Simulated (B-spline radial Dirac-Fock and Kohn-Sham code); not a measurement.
**X-ray form factors of lutetium in several charge states**

Level of theory: Dirac-Fock orbitals of the configuration average with a finite nucleus; a radial finite-basis atomic code.

Configurations: Lu³⁹⁺ [Ar] 3d10 4s2 4p2; Lu⁴⁰⁺ [Ar] 3d10 4s2 4p1; Lu⁴²⁺ [Ar] 3d10 4s1; Lu⁴³⁺ [Ar] 3d10. The first column is f₀ of Lu³⁹⁺, the others are differences from it.

```tsv
s (Å⁻¹)	Lu³⁹⁺	Δ Lu⁴⁰⁺	Δ Lu⁴²⁺	Δ Lu⁴³⁺
0	32.000	-1.000	-3.000	-4.000
0.05	31.969	-0.996	-2.988	-3.985
0.1	31.876	-0.984	-2.953	-3.939
0.15	31.723	-0.964	-2.896	-3.864
0.2	31.511	-0.937	-2.817	-3.761
0.25	31.242	-0.903	-2.719	-3.631
0.3	30.919	-0.863	-2.602	-3.478
0.35	30.547	-0.817	-2.469	-3.304
0.4	30.129	-0.767	-2.323	-3.111
0.45	29.669	-0.713	-2.166	-2.904
0.5	29.171	-0.656	-2.000	-2.686
0.6	28.084	-0.539	-1.654	-2.229
0.7	26.904	-0.422	-1.307	-1.769
0.8	25.668	-0.311	-0.976	-1.329
0.9	24.409	-0.212	-0.678	-0.931
1	23.155	-0.129	-0.423	-0.588
1.1	21.926	-0.063	-0.218	-0.310
1.2	20.739	-0.014	-0.063	-0.099
1.4	18.524	+0.036	+0.105	+0.136
1.6	16.539	+0.039	+0.127	+0.176
```

Values without a named source are computed, but for edge energies of neutral atoms, which are taken from tables.
